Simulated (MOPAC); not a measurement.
MOPAC input (PM3):

```
PM3 1SCF CHARGE=-1 GEO-OK AUX(PRECISION=9) THREADS=1
H3BN

B    -0.63828070 1    0.19445736 1    0.00069969 1
N     0.63078365 1   -0.32099861 1   -0.00354644 1
H    -1.61807449 1   -0.55359993 1   -0.02141969 1
H    -0.93312821 1    1.40011256 1    0.02575142 1
H     1.32712062 1    0.42819083 1    0.01699493 1
```

Output:

```
 *******************************************************************************
 **                                                                           **
 **                              MOPAC v23.2.5                                **
 **                                                                           **
 *******************************************************************************
 ** MOPAC's Digital Object Identifier: https://doi.org/10.5281/zenodo.6511958 **
 **                                                                           **
 ** Please cite the open-source release paper for use of this MOPAC version:  **
 ** J. E. Moussa and J. J. P. Stewart (2026)                                  **
 ** MOPAC: An open-source semiempirical molecular orbital program             **
 ** J. Open Source Softw., 11(119), 8025, https://doi.org/10.21105/joss.08025 **
 *******************************************************************************

                              PM3 CALCULATION RESULTS

 *******************************************************************************
 *  PM3        - The PM3 Hamiltonian to be used
 *  GEO-OK     - OVERRIDE INTERATOMIC DISTANCE AND OTHER SAFETY CHECKS
 *
 *
 *
 *                 CHARGE ON SYSTEM = -1
 *
 *
 *
 *  1SCF       - DO 1 SCF AND THEN STOP
 *  AUX        - OUTPUT AUXILIARY INFORMATION
 *******************************************************************************
PM3 1SCF CHARGE=-1 GEO-OK AUX(PRECISION=9) THREADS=1
 H3BN

   ATOM   CHEMICAL          X               Y               Z
  NUMBER   SYMBOL      (ANGSTROMS)     (ANGSTROMS)     (ANGSTROMS)

     1       B         -0.63828070  *   0.19445736  *   0.00069969  *
     2       N          0.63078365  *  -0.32099861  *  -0.00354644  *
     3       H         -1.61807449  *  -0.55359993  *  -0.02141969  *
     4       H         -0.93312821  *   1.40011256  *   0.02575142  *
     5       H          1.32712062  *   0.42819083  *   0.01699493  *

          CARTESIAN COORDINATES

    NO.       ATOM           X           Y           Z

     1         B         -0.6383      0.1945      0.0007
     2         N          0.6308     -0.3210     -0.0035
     3         H         -1.6181     -0.5536     -0.0214
     4         H         -0.9331      1.4001      0.0258
     5         H          1.3271      0.4282      0.0170

  H: (PM3): J. J. P. STEWART, J. COMP. CHEM. 10, 209 (1989).
  B: (PM3): J. J. P. STEWART, J. MOL. MOD., 10, 155-164 (2004)
  N: (PM3): J. J. P. STEWART, J. COMP. CHEM. 10, 209 (1989).

           Empirical Formula: H3 N B  =     5 atoms

      MOLECULAR POINT GROUP   :   Cs

      RHF CALCULATION, NO. OF DOUBLY OCCUPIED LEVELS = 6

 -------------------------------------------------------------------------------
 PM3 1SCF CHARGE=-1 GEO-OK AUX(PRECISION=9) THREADS=1
 H3BN

     1SCF WAS SPECIFIED, SO BFGS WAS NOT USED
     SCF FIELD WAS ACHIEVED

                              PM3 CALCULATION
                                                       MOPAC v23.2.5 Linux

          FINAL HEAT OF FORMATION =         -3.87859 KCAL/MOL =     -16.22800 KJ/MOL

          COSMO AREA              =         69.19 SQUARE ANGSTROMS
          COSMO VOLUME            =         50.83 CUBIC ANGSTROMS

          IONIZATION POTENTIAL    =          2.542341 EV
          HOMO LUMO ENERGIES (EV) =         -2.542  9.089
          NO. OF FILLED LEVELS    =          6
          MOLECULAR WEIGHT        =         27.8404         POINT GROUP:  Cs

          MOLECULAR DIMENSIONS (Angstroms)

            Atom       Atom       Distance
            H     5    H     3     3.10476
            H     4    N     2     2.12775
            H     5    B     1     0.00000

          SCF CALCULATIONS        =          1

   ATOM   CHEMICAL          X               Y               Z
  NUMBER   SYMBOL      (ANGSTROMS)     (ANGSTROMS)     (ANGSTROMS)

     1       B         -0.63828070  *   0.19445736  *   0.00069969  *
     2       N          0.63078365  *  -0.32099861  *  -0.00354644  *
     3       H         -1.61807449  *  -0.55359993  *  -0.02141969  *
     4       H         -0.93312821  *   1.40011256  *   0.02575142  *
     5       H          1.32712062  *   0.42819083  *   0.01699493  *

                             CARTESIAN COORDINATES

   1    B       -0.638280700     0.194457360     0.000699690
   2    N        0.630783650    -0.320998610    -0.003546440
   3    H       -1.618074490    -0.553599930    -0.021419690
   4    H       -0.933128210     1.400112560     0.025751420
   5    H        1.327120620     0.428190830     0.016994930

           Empirical Formula: H3 N B  =     5 atoms

      MOLECULAR POINT GROUP   :   Cs

                  EIGENVALUES
 -20.90098 -11.70756  -8.22679  -5.61618  -3.93905  -2.54234   9.08930  10.59424
  11.79205  12.05032  13.63544

              NET ATOMIC CHARGES AND DIPOLE CONTRIBUTIONS

  ATOM NO.   TYPE          CHARGE      No. of ELECS.   s-Pop       p-Pop
    1          B          -0.404887        3.4049     0.95101     2.45388
    2          N          -0.335878        5.3359     1.60217     3.73371
    3          H          -0.093357        1.0934     1.09336
    4          H          -0.147590        1.1476     1.14759
    5          H          -0.018288        1.0183     1.01829
 DIPOLE           X         Y         Z       TOTAL
 POINT-CHG.     1.615    -0.834    -0.009     1.818
 HYBRID        -0.158     1.345     0.029     1.355
 SUM            1.458     0.512     0.020     1.545

          ATOMIC ORBITAL ELECTRON POPULATIONS

     Atom    s        px        py        pz
    1  B   0.95101   0.85406   0.83444   0.76539
    2  N   1.60217   1.13350   1.36554   1.23467
    3  H   1.09336
    4  H   1.14759
    5  H   1.01829

 **********************
 *                    *
 * JOB ENDED NORMALLY *
 *                    *
 **********************

 == MOPAC DONE ==
```

The dipole moment of an ion depends on the origin.
